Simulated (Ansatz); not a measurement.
The cluster PbO₂ was relaxed with r2SCAN-D4 (def2-TZVP) in Ansatz in these states: neutral quintet, neutral singlet, neutral triplet. The geometries follow in no particular order.

In the def2 sets Pb takes a core potential; there is no spin–orbit coupling.

A:

```xyz
3

Pb    0.461    1.041   -0.948
O    -0.290   -0.949   -0.026
O    -0.171   -0.092    0.974
```

B:

```xyz
3

Pb   -0.902   -0.568    0.736
O     0.177    0.972   -0.173
O     0.725   -0.405   -0.564
```

C:

```xyz
3

Pb    0.0984    0.5664   -1.2491
O     0.4018   -1.2155    0.2374
O    -0.5003    0.6492    1.0118
```

**Question.** Judge from the bond lengths which geometry belongs to which state (an estimate).

**Answer.** A is the neutral triplet (O2–O3 1.322 Å, Pb1–O3 2.319 Å, Pb1–O2 2.319 Å); B is the neutral singlet (O2–O3 1.533 Å, Pb1–O3 2.088 Å, Pb1–O2 2.088 Å); C is the neutral quintet (O2–O3 2.211 Å, Pb1–O3 2.340 Å, Pb1–O2 2.340 Å).

At PBE0-D4/def2-TZVP a singlet lies 0.36 eV below the neutral triplet. At PBE0-D4/def2-TZVP a singlet lies 3.40 eV below the neutral quintet. These are the stationary points nearest to one start from a short search; other shapes may lie lower in each state.
